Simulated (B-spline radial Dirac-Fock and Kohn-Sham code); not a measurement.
# The I-like isoelectronic sequence (53 electrons), Z = 66 to 73

Method: Dirac-Fock ΔSCF + Breit + QED. Computed with a radial B-spline solver. Binding energies in eV, tabulated ground configurations. Correlation and solid-state effects are left out.

| ion | configuration | 2p3/2 | 3d3/2 | 3d5/2 | 4f | outermost level | NIST ionisation energy |
| --- | --- | --- | --- | --- | --- | --- | --- |
| Dy¹³⁺ | [Kr] 4d10 4f6 5s1 | 8067.7 | 1609.3 | 1573.8 | 260.8 | 260.8 (4f) | – |
| Ho¹⁴⁺ | [Kr] 4d10 4f6 5s1 | 8388.0 | 1708.6 | 1670.3 | 297.0 | 296.0 (5s) | – |
| Er¹⁵⁺ | [Kr] 4d10 4f7 | 8704.2 | 1798.3 | 1757.1 | 325.9 | 325.9 (4f) | 345 ± 17 |
| Tm¹⁶⁺ | [Kr] 4d10 4f7 | 9038.0 | 1903.5 | 1859.2 | 365.2 | 365.2 (4f) | 387 ± 20 |
| Yb¹⁷⁺ | [Kr] 4d10 4f7 | 9379.0 | 2012.0 | 1964.4 | 406.5 | 406.5 (4f) | 431 ± 21 |
| Lu¹⁸⁺ | [Kr] 4d10 4f7 | 9727.1 | 2123.8 | 2072.8 | 449.5 | 449.5 (4f) | 476 ± 24 |
| Hf¹⁹⁺ | [Kr] 4d10 4f7 | ? | ? | ? | ? | ? | ? |
| Ta²⁰⁺ | [Kr] 4d10 4f7 | 10444.8 | 2357.3 | 2298.9 | 541.2 | 541.2 (4f) | 570 ± 30 |

Q: Fill in the row of Hf¹⁹⁺.

A: 2p3/2 10082.4, 3d3/2 2238.9, 3d5/2 2184.3, 4f 494.4, outermost 494.4 (4f), NIST 520 ± 30 eV.

NIST's values are for the lowest levels; a dash marks a value that is missing or belongs to another shell. Their kind here: theoretical. Where a p, d or f shell is open in either ion the computed value averages over both j values and all terms, while the table refers to the lowest levels; that difference holds spin-orbit splitting (largest in heavy or highly charged ions), term energies where several electrons share open shells, and correlation, and it can reach 10 % or more.
